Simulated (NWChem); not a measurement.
System: C3H7O2, doublet; SMILES O[C](C)CO

NWChem printed, in part:

```
             Northwest Computational Chemistry Package (NWChem) 7.3.0
             --------------------------------------------------------

                             Geometry "geometry" -> ""
                             -------------------------

 Output coordinates in angstroms (scale by  1.889725989 to convert to a.u.)

  No.       Tag          Charge          X              Y              Z
 ---- ---------------- ---------- -------------- -------------- --------------
    1 C                    6.0000    -1.27386000    -1.10600400     0.09759900
    2 C                    6.0000     0.04654300    -0.53751100    -0.27213200
    3 O                    8.0000     1.08122700    -1.06770200     0.45294300
    4 C                    6.0000     0.18515400     0.88737200    -0.68395900
    5 O                    8.0000    -0.10653300     1.80977400     0.35190600
    6 H                    1.0000    -1.62901900    -0.72652400     1.07622100
    7 H                    1.0000    -2.03545900    -0.84043100    -0.64987600
    8 H                    1.0000    -1.21633600    -2.20248800     0.17166000
    9 H                    1.0000     1.91048100    -0.71079900     0.11288400
   10 H                    1.0000    -0.51732700     1.11369800    -1.50067700
   11 H                    1.0000     1.20782800     1.05517100    -1.09009700
   12 H                    1.0000     0.40272200     1.54049600     1.12461200

 Effective nuclear repulsion energy (a.u.)     185.2278920557

                                 NWChem DFT Module
                                 -----------------

 Summary of "ao basis" -> "ao basis" (spherical)
 ------------------------------------------------------------------------------
       Tag                 Description            Shells   Functions and Types
 ---------------- ------------------------------  ------  ---------------------
 C                          def2-svp                 6       14   3s2p1d
 O                          def2-svp                 6       14   3s2p1d
 H                          def2-svp                 3        5   2s1p

            General Information
            -------------------
          SCF calculation type: DFT
          Wavefunction type:  spin polarized.
          No. of atoms     :    12
          No. of electrons :    41
           Alpha electrons :    21
            Beta electrons :    20
          Charge           :     0
          Spin multiplicity:     2
          Use of symmetry is: off; symmetry adaption is: off
          Maximum number of iterations: 150
          AO basis - number of functions:   105
                     number of shells:    51
          Convergence on energy requested:  1.00D-06
          Convergence on density requested:  1.00D-05
          Convergence on gradient requested:  5.00D-04

              XC Information
              --------------
                         B3LYP Method XC Potential
                     Hartree-Fock (Exact) Exchange  0.200
                        Slater Exchange Functional  0.800 local
                    Becke 1988 Exchange Functional  0.720 non-local
              Lee-Yang-Parr Correlation Functional  0.810
                  VWN I RPA Correlation Functional  0.190 local

             Grid Information
             ----------------
          Grid used for XC integration:  medium
          Radial quadrature: Mura-Knowles
          Angular quadrature: Lebedev.
          Tag              B.-S. Rad. Rad. Pts. Rad. Cut. Ang. Pts.
          ---              ---------- --------- --------- ---------
          C                   0.70       49          10.0       434
          O                   0.60       49          11.0       434
          H                   0.35       45          11.0       434
          Grid pruning is: on
          Number of quadrature shells:   560
          Spatial weights used:  Erf1

      Superposition of Atomic Density Guess
      -------------------------------------

[...]

                     NWChem Electrostatic Potential Fit Module
                     -----------------------------------------

 Atom parameters

 Number of atoms is                                   12
 Number of basis functions is                        105

 Grid parameters

 Maximum number of grid points is                  42442
 Number of grid points is                          42441
 Grid range                                     0.300000 nm
 Grid spacing                                   0.020000 nm
 Probe radius                                   0.070000 nm
 Atom radius factor                             1.000000

 Atomic radii

    1    0.100000
    6    0.147000
    8    0.136000
 FASTESP  F
  using M.O. file = ./job.movecs

    Atom              Coordinates                           Charge

                                                  ESP

    1 C    -0.127386   -0.110600    0.009760    0.189820
    2 C     0.004654   -0.053751   -0.027213   -0.196977
    3 O     0.108123   -0.106770    0.045294   -0.433185
    4 C     0.018515    0.088737   -0.068396    0.566229
    5 O    -0.010653    0.180977    0.035191   -0.656408
    6 H    -0.162902   -0.072652    0.107622   -0.003089
    7 H    -0.203546   -0.084043   -0.064988   -0.045702
    8 H    -0.121634   -0.220249    0.017166   -0.011846
    9 H     0.191048   -0.071080    0.011288    0.356545
   10 H    -0.051733    0.111370   -0.150068   -0.043118
   11 H     0.120783    0.105517   -0.109010   -0.110645
   12 H     0.040272    0.154050    0.112461    0.388377
                                            ------------
                                               -0.000000

 Dipole moment                                  0.585657

 Quadrupole moment Qxx                          6.876097
                   Qyy                        -11.217950
                   Qzz                          4.341853

 RMS deviation kJ/mol                           0.071205

 RRMS %                                        32.502775
```

Level: B3LYP/def2-SVP, spin-unrestricted. The geometry was optimised at PBE0/def2-SVP, spin-unrestricted. No frequency run checked for a minimum. No stability test was run on the SCF state.

**Question.** Which NWChem input produces such a log?

**Answer.** One answer among several that fit: the input that was run:
```
start job
memory heap 200 mb stack 900 mb global 1100 mb
geometry units angstroms noautosym nocenter noautoz
  C     -1.273860    -1.106004     0.097599
  C      0.046543    -0.537511    -0.272132
  O      1.081227    -1.067702     0.452943
  C      0.185154     0.887372    -0.683959
  O     -0.106533     1.809774     0.351906
  H     -1.629019    -0.726524     1.076221
  H     -2.035459    -0.840431    -0.649876
  H     -1.216336    -2.202488     0.171660
  H      1.910481    -0.710799     0.112884
  H     -0.517327     1.113698    -1.500677
  H      1.207828     1.055171    -1.090097
  H      0.402722     1.540496     1.124612
end
basis spherical
  C library def2-svp
  O library def2-svp
  H library def2-svp
end
dft
  odft
  mult 2
  xc b3lyp
  iterations 150
  mulliken
end
task dft energy
esp
  recalculate
  probe 0.07
  range 0.3
  factor 1.0
  spacing 0.02
end
task esp
```
